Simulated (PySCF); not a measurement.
Species: C₅H₆F₂OSi.
Atom-mapped SMILES: `[CH2:1]=[C:2]1[O:3][CH:4]=[C:5]([SiH3:6])[C:7]1([F:8])[F:9]`

Cartesian coordinates in Å at the GFN2-xTB level; atoms count from 1:
```
atom  x, y, z in Å
C1     2.8434    0.0724   -0.0547
C2     1.5588   -0.2001   -0.2056
O3     1.0629   -1.2382   -0.9524
C4    -0.2968   -1.1895   -0.8689
C5    -0.7999   -0.2048   -0.1235
Si6   -2.5702    0.2586    0.2777
C7     0.3838    0.5527    0.3988
F8     0.3857    1.8744    0.0426
F9     0.4468    0.5819    1.7665
H10    3.1504    0.9067    0.5474
H11    3.5987   -0.5273   -0.5286
H12   -0.8114   -1.9562   -1.4172
H13   -3.4049   -0.7161   -0.4241
H14   -2.8042    1.6180   -0.2064
H15   -2.7475    0.1753    1.7264
```

NICS is the negative of the GIAO shielding at a point without a nucleus: at the ring centre (0) and 1 Å above and below it (1); zz is the component along the ring normal. Level: GIAO PBE0/pcSseg-1 (PySCF, non-relativistic, gas phase) on the GFN2-xTB geometry, one conformer.

Ring bond lengths (Å), with Mayer bond orders in brackets: C2–O3 1.372 (0.96), O3–C4 1.363 (1.03), C4–C5 1.334 (1.76), C5–C7 1.499 (1.03), C7–C2 1.521 (0.94).

Problem. What do the NICS probes read (ppm)?

Solution. 
```tsv
ring	type	NICS(0)	NICS(1), two faces	NICS(1)zz, two faces	rms pucker (Å)	centre to ring atoms, mean (Å)
C2–O3–C4–C5–C7	5-membered ring with O; formal bonds 1 double, 4 single	-2.8	-3.4 / -3.4	-3.2 / -3.2	0.00	1.20
```

Problem. What do they say, and how far can they be read as aromaticity?

Solution. 
- C2–O3–C4–C5–C7: mean NICS(1)zz -3.2 ppm, shielded. C7 has four or more neighbours, and the NICS criterion for π rings isn't applied.

Problem. What is the mean of the two in-plane components of NICS at the first NICS(1) probe listed for ring C2–O3–C4–C5–C7, 1 Å off the ring?

Solution. The isotropic value is a third of the trace: (3 × -3.4 − (-3.2))/2 = -3.5 ppm.

Problem. What are the shieldings of the ring atoms and their hydrogens in the same run (means over atoms taken as equivalent)?

Solution. 
| atoms | environment | σ isotropic (ppm) | principal values of the symmetric part, first atom (ppm) |
| --- | --- | --- | --- |
| C2 | vinylic carbon bearing oxygen | 20.9 | -83.8, 55.4, 91.0 |
| O3 | cyclic ether oxygen | 114.4 | 49.6, 82.3, 211.2 |
| C4 | vinylic carbon bearing oxygen | 22.6 | -82.8, 60.5, 90.0 |
| C5 | fully substituted alkene carbon | 77.6 | -8.1, 88.3, 152.7 |
| C7 | CF2 carbon | 55.4 | 44.5, 58.0, 63.6 |
| H12 | vinylic hydrogen | 24.89 | 22.2, 24.6, 27.9 |

Hardware: Arm Neoverse V2, one thread, shared host with 96 logical CPUs at a one-minute load of 44. Cost: 31 s, 0.84 GiB resident at most. This is the whole shielding run at PBE0/pcSseg-1, SCF included.
